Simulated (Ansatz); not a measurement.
`CC[Si](N)(CC)CC`. The species carries charge 0 and has multiplicity 1. All single points use the PBE0-D4/def2-TZVP geometry. It is one conformer, not always the lowest.

```xyz
25

C     2.011   -1.581   -1.376
C     1.174   -0.312   -1.499
Si    0.403    0.267    0.112
N     1.686    0.669    1.202
C    -0.739    1.715   -0.276
C    -1.446    2.296    0.944
C    -0.572   -1.104    0.946
C    -1.752   -1.615    0.122
H     2.796   -1.462   -0.625
H     1.399   -2.433   -1.069
H     2.490   -1.849   -2.322
H     1.788    0.509   -1.891
H     0.374   -0.450   -2.237
H     2.365    1.374    0.962
H     1.520    0.664    2.196
H    -0.141    2.491   -0.769
H    -1.473    1.392   -1.024
H    -0.727    2.621    1.701
H    -2.065    3.160    0.689
H    -2.100    1.557    1.417
H    -0.925   -0.742    1.919
H     0.120   -1.924    1.168
H    -2.474   -0.819   -0.080
H    -2.288   -2.419    0.632
H    -1.425   -2.005   -0.845
```

**Question.** What is the dipole moment at r2SCAN/def2-TZVPP? (Estimate.)

**Answer.** Computed: 0.77 D, with components (0.10, 0.66, 0.38) D in this frame, pointing from negative to positive charge.

**Question.** And with PBE, B3LYP, ωB97M-V? (Estimate.)

**Answer.** The calculation gave: PBE 0.75 D, B3LYP 0.77 D, ωB97M-V 0.79 D.

**Question.** Give the Mulliken charges with r2SCAN, B3LYP, PBE in def2-TZVPP. (An estimate is asked.)

**Answer.** The calculation gave: 
| atom | r2SCAN | B3LYP | PBE |
| --- | --- | --- | --- |
| C1 | -0.14 | -0.25 | -0.25 |
| C2 | -0.15 | -0.22 | -0.19 |
| Si3 | 0.43 | 0.48 | 0.32 |
| N4 | -0.44 | -0.40 | -0.37 |
| C5 | -0.15 | -0.21 | -0.19 |
| C6 | -0.15 | -0.27 | -0.26 |
| C7 | -0.16 | -0.23 | -0.20 |
| C8 | -0.15 | -0.27 | -0.26 |
| H9 | 0.06 | 0.09 | 0.09 |
| H10 | 0.04 | 0.07 | 0.08 |
| H11 | 0.04 | 0.08 | 0.08 |
| H12 | 0.03 | 0.06 | 0.07 |
| H13 | 0.04 | 0.07 | 0.07 |
| H14 | 0.14 | 0.12 | 0.13 |
| H15 | 0.14 | 0.12 | 0.13 |
| H16 | 0.03 | 0.06 | 0.06 |
| H17 | 0.04 | 0.07 | 0.07 |
| H18 | 0.04 | 0.07 | 0.07 |
| H19 | 0.04 | 0.09 | 0.08 |
| H20 | 0.04 | 0.08 | 0.08 |
| H21 | 0.04 | 0.07 | 0.07 |
| H22 | 0.05 | 0.08 | 0.08 |
| H23 | 0.05 | 0.08 | 0.08 |
| H24 | 0.05 | 0.09 | 0.08 |
| H25 | 0.05 | 0.08 | 0.08 |

B3LYP here is the variant with VWN-RPA as its local correlation; programs differ in this.
